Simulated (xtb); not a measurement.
xtb input (GFN1-xTB):

```bash
xtb mol.xyz --gfn 1 --sp --chrg 0 --uhf 0
```
mol.xyz:
```
17

Si     0.08349080    -0.10035628     0.02911092
Cl    -1.09118665    -0.50522295     1.66789906
O     -0.44474900     1.27060465    -0.66931662
C     -0.65027480     2.51215516    -0.00727730
O      1.60152257    -0.00493666     0.58498489
C      2.75017262     0.13146958    -0.24721214
O     -0.01106786    -1.27975977    -1.07527584
C     -1.17160822    -1.61042648    -1.82944395
H     -0.96778157     3.23889484    -0.75373530
H     -1.42557269     2.42011615     0.75646893
H      0.27121595     2.86364886     0.46354872
H      2.67932137     1.02539408    -0.87233095
H      2.86815825    -0.74380642    -0.88888605
H      3.61946654     0.22045348     0.40252965
H     -1.96386891    -1.98095246    -1.17465209
H     -1.53764594    -0.74190889    -2.38070638
H     -0.89737459    -2.39451668    -2.53361220
```

End of the output:

```
         :::::::::::::::::::::::::::::::::::::::::::::::::::::
         ::                     SUMMARY                     ::
         :::::::::::::::::::::::::::::::::::::::::::::::::::::
         :: total energy             -31.648858372776 Eh    ::
         :: gradient norm              0.040167393097 Eh/a0 ::
         :: HOMO-LUMO gap              8.335656934306 eV    ::
         ::.................................................::
         :: SCC energy               -31.874584876312 Eh    ::
         :: -> electrostatic           0.101257869076 Eh    ::
         :: repulsion energy           0.232851227474 Eh    ::
         :: dispersion energy         -0.007124723938 Eh    ::
         :: halogen bond corr.         0.000000000000 Eh    ::
         :: add. restraining           0.000000000000 Eh    ::
         :: total charge               0.000000000000 e     ::
         :::::::::::::::::::::::::::::::::::::::::::::::::::::

           -------------------------------------------------
          |                Property Printout                |
           -------------------------------------------------

    * Orbital Energies and Occupations

         #    Occupation            Energy/Eh            Energy/eV
      -------------------------------------------------------------
         1        2.0000           -0.8854810             -24.0952
       ...           ...                  ...                  ...
        13        2.0000           -0.5674944             -15.4423
        14        2.0000           -0.5590222             -15.2118
        15        2.0000           -0.5566346             -15.1468
        16        2.0000           -0.5524410             -15.0327
        17        2.0000           -0.4974097             -13.5352
        18        2.0000           -0.4831390             -13.1469
        19        2.0000           -0.4751886             -12.9305
        20        2.0000           -0.4690491             -12.7635
        21        2.0000           -0.4664677             -12.6932
        22        2.0000           -0.4623432             -12.5810
        23        2.0000           -0.4547908             -12.3755
        24        2.0000           -0.4484221             -12.2022
        25        2.0000           -0.4453186             -12.1177 (HOMO)
        26                         -0.1389888              -3.7821 (LUMO)
        27                         -0.1361871              -3.7058
        28                         -0.1298669              -3.5339
        29                         -0.0970954              -2.6421
        30                         -0.0723418              -1.9685
        31                         -0.0709414              -1.9304
        32                         -0.0675904              -1.8392
        33                         -0.0648723              -1.7653
        34                         -0.0633502              -1.7238
        35                         -0.0562032              -1.5294
        36                         -0.0519232              -1.4129
       ...                                ...                  ...
        60                          1.3938620              37.9289
      -------------------------------------------------------------
                  HL-Gap            0.3063298 Eh            8.3357 eV
             Fermi-level           -0.2921537 Eh           -7.9499 eV

  Mulliken/CM5 charges         n(s)   n(p)   n(d)
     1Si    0.62302  0.55940   0.795  1.335  1.247
     2Cl   -0.14460 -0.09954   1.893  5.263 -0.012
     3O    -0.41738 -0.47768   1.633  4.785  0.000
     4C     0.17760  0.06094   0.968  2.855  0.000
     5O    -0.40703 -0.46525   1.632  4.775  0.000
     6C     0.18223  0.06587   0.968  2.850  0.000
     7O    -0.40240 -0.46143   1.631  4.771  0.000
     8C     0.17855  0.06206   0.968  2.853  0.000
     9H     0.01845  0.07845   0.982  0.000  0.000
    10H     0.02192  0.08252   0.978  0.000  0.000
    11H     0.02546  0.08610   0.975  0.000  0.000
    12H     0.02443  0.08531   0.976  0.000  0.000
    13H     0.03089  0.09224   0.969  0.000  0.000
    14H     0.01732  0.07738   0.983  0.000  0.000
    15H     0.02271  0.08308   0.977  0.000  0.000
    16H     0.02980  0.09147   0.970  0.000  0.000
    17H     0.01902  0.07907   0.981  0.000  0.000

Wiberg/Mayer (AO) data.
largest (>0.10) Wiberg bond orders for each atom

 ---------------------------------------------------------------------------
     #   Z sym  total        # sym  WBO       # sym  WBO       # sym  WBO
 ---------------------------------------------------------------------------
     1  14 Si   5.200 --     7 O    1.300     5 O    1.293     3 O    1.263
                             2 Cl   1.252
     2  17 Cl   1.358 --     1 Si   1.252
     3   8 O    2.303 --     1 Si   1.263     4 C    0.919
     4   6 C    3.913 --     9 H    0.987    11 H    0.986    10 H    0.986
                             3 O    0.919
     5   8 O    2.315 --     1 Si   1.293     6 C    0.909
     6   6 C    3.909 --    14 H    0.988    12 H    0.986    13 H    0.986
                             5 O    0.909
     7   8 O    2.327 --     1 Si   1.300     8 C    0.915
     8   6 C    3.911 --    17 H    0.988    15 H    0.986    16 H    0.986
                             7 O    0.915
     9   1 H    1.019 --     4 C    0.987
    10   1 H    1.014 --     4 C    0.986
    11   1 H    1.008 --     4 C    0.986
    12   1 H    1.008 --     6 C    0.986
    13   1 H    1.009 --     6 C    0.986
    14   1 H    1.019 --     6 C    0.988
    15   1 H    1.011 --     8 C    0.986
    16   1 H    1.010 --     8 C    0.986
    17   1 H    1.019 --     8 C    0.988
 ---------------------------------------------------------------------------

Topologies differ in total number of bonds
Writing topology from bond orders to xtbtopo.mol

 dipole moment from electron density (au)
     X       Y       Z
   0.1128   0.6777  -0.8637  total (Debye):    2.805

           -------------------------------------------------
          | TOTAL ENERGY              -31.648858372776 Eh   |
          | GRADIENT NORM               0.040167393097 Eh/α |
          | HOMO-LUMO GAP               8.335656934306 eV   |
           -------------------------------------------------

------------------------------------------------------------------------
Note: The following floating-point exceptions are signalling: IEEE_DENORMAL
normal termination of xtb
------------------------------------------------------------------------
 total:
 SCF:
```
